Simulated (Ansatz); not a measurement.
Ansatz (a first-principles code) input (B3LYP/6-31G* with LANL2DZ past Ar): The .json file joins the Basis Set Exchange's 6-31G* for atoms up to Ar and LANL2DZ past it.

Ansatz 0.2 input:
```yaml
crystal:
  periodic: [false, false, false]
  atoms:
    - {symbol: F, position_ang: [-0.04831700, 2.29434400, -0.18131100]}
    - {symbol: Si, position_ang: [-0.01423800, 0.88829500, 0.58571800]}
    - {symbol: I, position_ang: [-2.05140300, -0.35434400, -0.04794900]}
    - {symbol: I, position_ang: [2.06336900, -0.26990600, -0.07598100]}
basis:
  gaussian:
    orbitals: 6-31Gs+LANL2DZ.json
hamiltonian:
  xc: {name: B3LYP}
magnetization: {spin_polarized: true, initial_magnetization: 1}
relax: {f_tol: 0.003, max_steps: 120}
```

Output:

```
Functional definition: B3LYP
integrals: 0.01 GiB planned
568 factors; integrals over basis functions are off by at most 2.6e-4 eV
mean field: 0.21 GiB planned
mean field evaluation 1: about -11214.5472 eV, gradient 2.2e1 eV
mean field evaluation 2: about -11210.3383 eV, gradient 4.3e1 eV
mean field evaluation 4: about -11216.1256 eV, gradient 1.6e0 eV
mean field evaluation 8: about -11216.1665 eV, gradient 4.0e-2 eV
mean field evaluation 16: about -11216.1666 eV, gradient 7.6e-5 eV
mean field -11216.16658694 eV, -412.1865194794 hartree, gradient 7.6e-5 eV, S^2 0.753250; 0 other end points of the search recorded, 0 dependent functions left out
the calculation of the forces begins
reference -11216.16681599 eV, -412.1865278968 hartree; 19, 18 occupied and 31, 32 virtual orbitals, 568 factors
relax step   1: F+E_penalty+E_count = -11216.16658694 eV  Δ(F+E_penalty+E_count) = +0.000e0 eV  max|allowed force component| = 3.040e-1 eV/Å  Δτ_max = 0.0000 Å  (27 SCF iters, accepted)
these checks for a lower state are left out or cut short: starts, cluster_reference, orbital_swaps, neighbouring_geometries, increment
integrals: 0.01 GiB planned
568 factors; integrals over basis functions are off by at most 2.7e-4 eV
mean field: 0.21 GiB planned
mean field -11216.17510892 eV, -412.1868326563 hartree, gradient 1.5e-5 eV, S^2 0.753944; 0 other end points of the search recorded, 0 dependent functions left out
the calculation of the forces begins
reference -11216.17534041 eV, -412.1868411633 hartree; 19, 18 occupied and 31, 32 virtual orbitals, 568 factors
relax step   2: F+E_penalty+E_count = -11216.17510892 eV  Δ(F+E_penalty+E_count) = -8.522e-3 eV  max|allowed force component| = 1.569e-1 eV/Å  Δτ_max = 0.0729 Å  (31 SCF iters, accepted)
these checks for a lower state are left out or cut short: starts, cluster_reference, orbital_swaps, neighbouring_geometries, increment
integrals: 0.01 GiB planned
568 factors; integrals over basis functions are off by at most 2.7e-4 eV
mean field: 0.21 GiB planned
mean field evaluation 32: about -11216.1803 eV, gradient 1.4e-5 eV
mean field -11216.18027424 eV, -412.1870224784 hartree, gradient 1.4e-5 eV, S^2 0.753745; 0 other end points of the search recorded, 0 dependent functions left out
the calculation of the forces begins
reference -11216.18050492 eV, -412.1870309558 hartree; 19, 18 occupied and 31, 32 virtual orbitals, 568 factors
relax step   3: F+E_penalty+E_count = -11216.18027424 eV  Δ(F+E_penalty+E_count) = -5.165e-3 eV  max|allowed force component| = 8.974e-2 eV/Å  Δτ_max = 0.0246 Å  (31 SCF iters, accepted)
these checks for a lower state are left out or cut short: starts, cluster_reference, orbital_swaps, neighbouring_geometries, increment
integrals: 0.01 GiB planned
568 factors; integrals over basis functions are off by at most 2.7e-4 eV
mean field: 0.21 GiB planned
mean field -11216.18042563 eV, -412.1870280417 hartree, gradient 1.5e-5 eV, S^2 0.753725; 0 other end points of the search recorded, 0 dependent functions left out
the calculation of the forces begins
reference -11216.18065622 eV, -412.1870365158 hartree; 19, 18 occupied and 31, 32 virtual orbitals, 568 factors
relax step   4: F+E_penalty+E_count = -11216.18042563 eV  Δ(F+E_penalty+E_count) = -1.514e-4 eV  max|allowed force component| = 7.555e-2 eV/Å  Δτ_max = 0.0037 Å  (25 SCF iters, accepted)
these checks for a lower state are left out or cut short: starts, cluster_reference, orbital_swaps, neighbouring_geometries, increment
integrals: 0.01 GiB planned
568 factors; integrals over basis functions are off by at most 2.7e-4 eV
mean field: 0.21 GiB planned
mean field -11216.18053685 eV, -412.1870321289 hartree, gradient 2.2e-5 eV, S^2 0.753741; 0 other end points of the search recorded, 0 dependent functions left out
the calculation of the forces begins
reference -11216.18076752 eV, -412.1870406060 hartree; 19, 18 occupied and 31, 32 virtual orbitals, 568 factors
relax step   5: F+E_penalty+E_count = -11216.18053685 eV  Δ(F+E_penalty+E_count) = -1.112e-4 eV  max|allowed force component| = 8.352e-3 eV/Å  Δτ_max = 0.0031 Å  (25 SCF iters, accepted)
these checks for a lower state are left out or cut short: starts, cluster_reference, orbital_swaps, neighbouring_geometries, increment
integrals: 0.01 GiB planned
568 factors; integrals over basis functions are off by at most 2.7e-4 eV
mean field: 0.21 GiB planned
mean field -11216.18054170 eV, -412.1870323074 hartree, gradient 3.6e-5 eV, S^2 0.753731; 0 other end points of the search recorded, 0 dependent functions left out
the calculation of the forces begins
reference -11216.18077236 eV, -412.1870407837 hartree; 19, 18 occupied and 31, 32 virtual orbitals, 568 factors
relax step   6: F+E_penalty+E_count = -11216.18054170 eV  Δ(F+E_penalty+E_count) = -4.858e-6 eV  max|allowed force component| = 1.370e-3 eV/Å  Δτ_max = 0.0009 Å  (21 SCF iters, accepted)
integrals: 0.01 GiB planned
568 factors; integrals over basis functions are off by at most 2.7e-4 eV
mean field: 0.21 GiB planned
mean field evaluation 64: about -11216.1805 eV, gradient 9.8e-3 eV
mean field -11216.18054170 eV, -412.1870323074 hartree, gradient 3.6e-5 eV, S^2 0.753731; 1 other end points of the search recorded, 0 dependent functions left out
the calculation of the forces begins
reference -11216.18077236 eV, -412.1870407837 hartree; 19, 18 occupied and 31, 32 virtual orbitals, 568 factors
Total energy: -11216.18077236 eV, -412.1870407837 hartree
Atom 0 at    -0.048479     2.302145    -0.181496 Å, force    -0.000007     0.000159    -0.000494 eV/Å
Atom 1 at    -0.014199     0.885330     0.582541 Å, force    -0.000003     0.000581     0.001370 eV/Å
Atom 2 at    -2.095357    -0.357665    -0.045968 Å, force    -0.000961    -0.000390    -0.000431 eV/Å
Atom 3 at     2.107445    -0.271421    -0.074600 Å, force     0.000970    -0.000350    -0.000445 eV/Å
Dipole moment:     0.000695     0.031489     0.196932 e Å
```

The geometry given is a B3LYP-D3(BJ)/def2-TZVP minimum.
